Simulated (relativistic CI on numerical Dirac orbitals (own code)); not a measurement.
**Sm I: calculation against measurement**

Computed by Dirac-Coulomb-Breit CI, separate exchange-only KLI orbitals for each configuration, model QED, valence Slater integrals scaled by 0.85, P86 correlation energy added to each configuration (own radial code, finite nucleus).

Configurations in the expansion (outside the closed core [Xe]): 4f⁶6s², 4f⁵6s²6p, 4f⁵6s²8s, 4f⁷7s, 4f⁵6s7s². The list is cut by size and lacks configurations that can hold low levels.

```tsv
Configuration	Term (tabulated)	J	Measured (cm⁻¹)	Computed	Error	Purity (%)
4f⁶6s²	7F	0	0.0	0	0	94
4f⁶6s²	7F	1	292.6	311	19	95
4f⁶6s²	7F	2	811.9	862	50	96
4f⁶6s²	7F	3	1489.5	1577	87	97
4f⁶6s²	7F	4	2273.1	2400	127	98
4f⁶6s²	7F	5	3125.5	3291	166	98
4f⁶6s²	7F	6	4020.7	4222	202	96
```

Measured levels from NIST Handbook of Basic Atomic Spectroscopic Data (Sansonetti and Martin, J. Phys. Chem. Ref. Data 34, 1559 (2005)); pairs were made by configuration, J and term (by order where the table uses no LS term), so strongly mixed levels may be paired wrongly.

Mean error by configuration (cm⁻¹): 4f⁶6s² 108. Over the excited levels the mean absolute error is 108 cm⁻¹ (6 of the 42 excited levels that our extract of the source holds in range could be paired, and the others can miss by more), and the median relative error of those above 1,000 cm⁻¹ is 5.4 %. Some levels of the ground configuration have no partner.
